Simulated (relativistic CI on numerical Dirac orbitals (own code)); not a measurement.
## Tb²⁺: computed level list

These numbers are calculated, not measured: Dirac-Coulomb-Breit CI, KLI orbitals optimised for each configuration, a model potential for QED, valence Slater integrals scaled by 0.8 (own radial code, finite nucleus).

CI space (outside the closed core [Xe]): 4f9.

The lowest level is 4f9 6H°_15/2, with 93 % of that term; Hund's rules for 4f9 give 6H° with J = 15/2, in agreement.

```
No.  Configuration  Term     J  E (eV)   %  Next component (%)  Landé g  Lifetime (s)
  1            4f9   6H°  15/2  0.0000  93               6 4I°    1.324              
  2            4f9   6H°  13/2  0.3545  96               3 4I°    1.275      8.56e-01
  3            4f9   6H°  11/2  0.5945  94               3 4G°    1.203      1.57e+00
  4            4f9   6H°   9/2  0.7808  93               5 4G°    1.074      2.57e+00
  5            4f9   6F°  11/2  0.8987  94               4 4G°    1.443      8.12e+00
  6            4f9   6H°   7/2  0.9254  92               7 4G°    0.835      4.90e+00
  7            4f9   6F°   9/2  1.0156  86              12 4F°    1.415      1.44e+01
  8            4f9   6H°   5/2  1.0327  92               8 4G°    0.308      1.41e+01
  9            4f9   6F°   7/2  1.2157  90               7 4F°    1.381      3.19e+00
 10            4f9   6F°   5/2  1.3618  92               4 4D°    1.304      5.71e+00
 11            4f9   6F°   3/2  1.4416  90               8 4D°    1.068      2.78e+01
 12            4f9   6F°   1/2  1.4979  90               9 4D°   -0.602      6.44e+01
 13            4f9   4F°   9/2  2.1131  62              19 4G°    1.293      9.86e-02
 14            4f9   4I°  15/2  2.1163  51              17 2K°    1.129      9.47e-02
 15            4f9   4M°  21/2  2.3451  93               7 2N°    1.135              
 16            4f9   4G°  11/2  2.3529  89               3 2H°    1.260      7.82e-02
 17            4f9   4K°  17/2  2.4691  40              27 4M°    1.085      2.75e+00
 18            4f9   4M°  19/2  2.4947  67              29 4L°    1.091      2.27e+01
 19            4f9   4I°  13/2  2.5011  69              19 4K°    1.070      1.01e-01
 20            4f9   4F°   7/2  2.5931  59              22 4G°    1.185      1.19e-01
 21            4f9   4M°  15/2  2.7174  55              19 4I°    0.931      2.16e-01
 22            4f9   4I°  11/2  2.7325  79              12 4K°    0.952      1.58e-01
 23            4f9   4D°   3/2  2.8696  33              26 2P°    1.373      1.28e-01
 24            4f9   4M°  17/2  2.8742  57              42 4K°    1.054      7.42e-01
 25            4f9   4I°   9/2  2.9014  90               9 2H°    0.748      3.04e-01
 26            4f9   4F°   5/2  2.9516  45              22 4G°    1.024      1.13e-01
 27            4f9   4G°   9/2  3.0178  56              23 4F°    1.171              
 28            4f9   4L°  19/2  3.0212  63              31 4M°    1.123              
 29            4f9   4K°  15/2  3.0356  59              16 4L°    1.052              
 30            4f9   4G°   7/2  3.1545  35              25 4F°    1.093
```

Energies count from the lowest computed level; ° marks odd parity; lifetimes are radiative, by E1, M1, E2, M2 decay to levels of this space only; some are left blank where a channel outside the calculation adds to the decay or the decay crosses a small, uncertain gap.

The mean weight of the leading LS term, summed over parents, in these 30 levels is 74 %, and that of the leading jj configuration (from the same eigenvectors) 50 %, so LS coupling describes them better.

One configuration and one scale for all Slater integrals: terms of lower spin can come out thousands of cm⁻¹ low, and their order can be wrong. 8 of the 57 excited levels that our extract of the measured tables holds in this range could be paired (the sources list more); they are missed by 294 cm⁻¹ on average and 778 at most, and levels without a partner can miss by more. Some levels of the ground configuration have no partner and can miss by 10 % or more.

Landé's interval rule says that E(J) − E(J−1) = AJ with one A. For the ground term the intervals give A = -247.3, -259.2, -273.2, -297.9, -381.2 cm⁻¹ for J = 7/2, 9/2, 11/2, 13/2, 15/2; the multiplet is inverted.

LS names give the leading component of a level, which can be under half, so a name can repeat, a term be missing and a line seem to break the LS rules.
